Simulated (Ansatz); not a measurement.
Breaking the C3–H4 bond in CH4Be (SMILES [BeH][CH3]) (multiplicity 1 held, fragments rigid). Energies count from the point at 1.095 Å.
Geometry at that point (charge 0, multiplicity 1):
```xyz
6

Be    -0.93853    -0.49476    -0.13416
H     -2.10725    -1.11087    -0.30123
C      0.53117     0.28001     0.07593
H      1.01548    -0.00621     1.01576
H      0.42178     1.36972     0.09486
H      1.23710     0.04633    -0.72832
```

Signs of static correlation in cc-pVDZ, with CASSCF(2,2), from Ansatz (a quantum-chemistry and plane-wave program) runs.

```tsv
R (Å)	T1 of restricted CCSD	⟨S²⟩ of UHF	largest double amplitude of restricted CCSD	weight of the CASSCF reference in MRCISD	CASSCF natural occupations
0.876	0.008	0.000	0.030	0.924	1.99 0.01
0.986	0.008	0.000	0.030	0.924	1.99 0.01
1.095	0.008	0.000	0.030	0.923	1.98 0.02
1.205	0.008	0.000	0.034	0.923	1.98 0.02
1.314	0.009	0.000	0.034	0.923	1.97 0.03
1.479	0.011	0.000	0.031	0.923	1.94 0.06
1.643	0.014	0.000	0.058	0.923	1.91 0.09
1.917	0.022	?	0.147	0.923	1.83 0.17
2.191	0.033	?	0.265	0.923	1.71 0.29
2.519	0.049	0.927	0.410	0.923	1.54 0.46
2.957	0.069	0.986	0.593	0.924	1.32 0.68
3.505	0.087	1.005	0.768	0.924	1.15 0.85
```

Question: What belongs in the gaps?

Answer: 
- 1.917, ⟨S²⟩ of UHF: 0.546
- 2.191, ⟨S²⟩ of UHF: 0.799

Doubts at one or more of the structures used: a restricted determinant that unrestricted orbitals would lower (R-CCSD(T)/cc-pVDZ); other coupled-cluster roots lie near (R-CCSD(T)/cc-pVDZ); T1 above 0.05 (R-CCSD(T)/cc-pVDZ, U-CCSD(T)/cc-pVDZ); a spin-contaminated determinant (U-CCSD(T)/cc-pVDZ).
